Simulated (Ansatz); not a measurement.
One change: `[CH3][SnH]([F])[SH]` becomes `[CH3][SnH]([F])[SiH2]F`.

Ansatz, PBE0-D4/def2-TZVP geometries, multiplicity 1. Each molecule was computed in one conformer, which needn't be the lowest.

Elements past krypton have def2 core potentials.

```tsv
property	`[CH3][SnH]([F])[SH]`
HOMO energy (PBE/def2-TZVPP) / eV	-6.42
LUMO energy (B3LYP/def2-TZVPP) / eV	-0.95
HOMO–LUMO gap (PBE0/def2-TZVPP) / eV	7.05
LUMO energy (ωB97M-V/def2-TZVPP) / eV	1.23
size of the dipole moment (PBE/def2-TZVPP) / D	3.09
LUMO energy (PBE0/def2-TZVPP) / eV	-0.63
```

Q: Give the same properties after the change, and the shifts. (Estimate.)

A: The calculation gave: 
```tsv
property	`[CH3][SnH]([F])[SiH2]F`	shift
HOMO energy (PBE/def2-TZVPP) / eV	-6.80	-0.38
LUMO energy (B3LYP/def2-TZVPP) / eV	-1.17	-0.22
HOMO–LUMO gap (PBE0/def2-TZVPP) / eV	7.02	-0.03
LUMO energy (ωB97M-V/def2-TZVPP) / eV	0.66	-0.57
size of the dipole moment (PBE/def2-TZVPP) / D	2.75	-0.34
LUMO energy (PBE0/def2-TZVPP) / eV	-0.98	-0.35
```

Dipoles are sizes alone; their direction can turn.

B3LYP here is the variant with VWN-RPA as its local correlation; programs differ in this.
